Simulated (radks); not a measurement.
Task: Radial electron density D(r) = 4 pi r^2 rho(r) of an atom or ion with 1 electrons. All-electron calculation, scalar-relativistic Kohn-Sham, PBE, spin-polarised, spherical densities, finite nucleus; Fermi nuclear charge, rms radius of each element as measured or else 0.836 A^(1/3) + 0.57 fm. Program: a radial shooting solver on a logarithmic mesh with Libxc functionals.

```
   r/bohr * D(r) (the largest magnitude, 32.1, reaches the edge; | marks zero)
 0.001611 |   *
  0.00186 |     *
 0.002165 |      *
 0.002521 |        *
 0.002935 |          *
 0.003389 |             *
 0.003946 |                *
 0.004593 |                    *
 0.005305 |                        *
 0.006176 |                             *
  0.00719 |                                  *
 0.008303 |                                       *
 0.009666 |                                            *
  0.01125 |                                                 *
   0.0131 |                                                    *
  0.01513 |                                                      *
  0.01761 |                                                      *
   0.0205 |                                                   *
  0.02368 |                                              *
  0.02757 |                                       *
  0.03209 |                              *
  0.03706 |                      *
  0.04315 |              *
  0.05023 |        *
  0.05848 |    *
  0.06753 | *
  0.07862 |*
  0.09153 *
```

What is the nuclear charge?

Result: Z = 57. The innermost maximum, from 1s, lies near gamma/Z bohr with gamma = sqrt(1 - (Z/c)^2) = 0.909, here 0.016 bohr (found: 0.0160), and its height grows with Z. The density is that of the lanthanum ion La56+ in 1s1; the configuration itself is not fixed sharply by these data, and Z only to a few units. D(r) has 1 maximum, at r = 0.0160 bohr.
